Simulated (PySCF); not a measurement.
# Four-centre ligand exchange

Start structure (GeNH7, singlet), relaxed at PBE0-D4/def2-TZVP:

Ge1  (-0.952, -1.079, -0.588)
H2  (0.451, -1.688, -0.497)
H3  (-1.902, -2.148, -1.170)
H4  (-1.470, -0.691, 0.801)
H5  (-0.962, 0.129, -1.531)
H6  (1.740, 0.770, 1.248)
N7  (1.039, 1.171, 0.636)
H8  (0.525, 1.854, 1.179)
H9  (1.531, 1.676, -0.091)
(Å)

The step: GeH₄ + NH₃ → GeNH₅ ([NH2][GeH3]) + H₂; bonds formed: Ge1–N7, H2–H6; bonds broken: Ge1–H2, H6–N7. PySCF 2.14 with density fitting (its default auxiliary sets; JK sets also for MP2 and CCSD(T)); basis: def2-TZVPP and def2-QZVPP; cores frozen in the correlated methods. Filled d shells of the heavier atoms are correlated. The def2 sets are not built for correlating such inner shells, so the correlated values are less sure here. Extrapolation: Hartree–Fock as exp(−7.88 √X), correlation as X^−2.97. Energies below are by CCSD(T) at an estimated basis limit (MP2 extrapolated from triple and quadruple zeta, plus CCSD(T) − MP2 in triple zeta).

(1) What are the electronic barrier and the energy of the step, from the start structure to the end structure? (An estimate is asked for; the value comes from the calculation.)

The T1 diagnostic stays at or below 0.013.

Answers

(1) Computed: Barrier 55.86 kcal/mol; step energy 7.08 kcal/mol (uphill); reverse barrier, their difference, 48.79 kcal/mol. Barrier and step energy count from the start structure, the reverse barrier from the end structure.

The saddle point: One imaginary mode of 1321i cm⁻¹.
```csv
pair,start (Å),saddle (Å),end (Å)
Ge1–N7,3.24,2.00,1.84
H2–H6,3.28,1.19,0.75
Ge1–H2,1.53,2.05,4.06
H6–N7,1.01,1.18,2.66
```

Zero-point energy (harmonic, PBE0-D4): ZPE is 41.32 kcal/mol at the start and 38.91 kcal/mol at the saddle, so the barrier goes from 55.86 to 53.45 kcal/mol.

Labels in which every atom is bracketed show which atoms are joined, not bond orders.

For scale, one of the runs: CCSD(T)/def2-TZVPP, 177 basis functions, launched by `OMP_NUM_THREADS=4 python run.py`. Time: 4.1 min of wall clock on 4 CPU threads of an Arm Neoverse V2; the host was shared. Peak host memory: 1.9 GiB.
